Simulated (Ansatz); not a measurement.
Molecule: CH4Al, charge 0, multiplicity 2. It need not be the lowest isomer of its formula. 
Geometry from a B3LYP-D3(BJ)/def2-TZVP (Ansatz, an electronic-structure program) optimisation:
```
C
H 1 1.0899
H 1 1.0956 2 108.34
H 1 1.0956 2 108.34 3 115.78
Al 1 1.9732 2 114.42 3 -122.11
H 5 1.6066 1 117.21 2 180.00
```
Charge 0, spin multiplicity 2.

Basis-set convergence of Hartree-Fock and CCSD correlation energies (hartree) with Ansatz. Cores are frozen in the correlated levels unless marked. Open shells are spin-unrestricted. Spin-orbit coupling is left out. Non-relativistic.

```tsv
basis	functions	E(HF)	E(corr, CCSD)
def2-SVP	52	-281.96599	-0.22813
def2-TZVPP	129	(withheld)	(withheld)
```

Q: Fill in the missing entries.

A: 
- def2-TZVPP, E(HF): -282.09588
- def2-TZVPP, E(corr, CCSD): -0.27227
